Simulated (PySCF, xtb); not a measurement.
CH₅Al, SMILES [AlH2][CH3].

GFN2-xTB run with xtb at its own geometry gives an orbital gap of 4.94 eV and a dipole moment of 1.91 D.

Geometry optimised at PBE0-D3(BJ)/def2-TZVP.

What does ωB97X/def2-TZVPD (PySCF) give? (Estimate from the structure and the level; the computed values follow.)

gap 11.11 eV (levels -10.51 and 0.59 eV), dipole 0.73 D.
